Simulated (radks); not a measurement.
The numbers below are computed, except where a source is named.
Problem. Code: a radial shooting solver on a logarithmic mesh with Libxc functionals. Model: scalar-relativistic Kohn-Sham, SCAN, spin-unpolarised, spherical densities, finite nucleus; meta-GGA in the generalised Kohn-Sham scheme; Fermi nuclear charge, rms radius of each element as measured or else 0.836 A^(1/3) + 0.57 fm. Each species is in its NIST ground configuration. Rank Yb2+, Nd2+, Tm2+, Ho2+, Er2+, Sm2+, Pm2+, Eu2+, Pr2+, Tb2+, La2+, Ce2+, Gd2+, Dy2+ by radius at which the density is 0.001 e/bohr^3 (bohr), largest first.

Solution. La2+ 3.91, Gd2+ 3.69, Ce2+ 3.66, Pr2+ 3.62, Nd2+ 3.58, Pm2+ 3.55, Sm2+ 3.51, Eu2+ 3.47, Tb2+ 3.41, Dy2+ 3.38, Ho2+ 3.35, Er2+ 3.33, Tm2+ 3.30, Yb2+ 3.28.
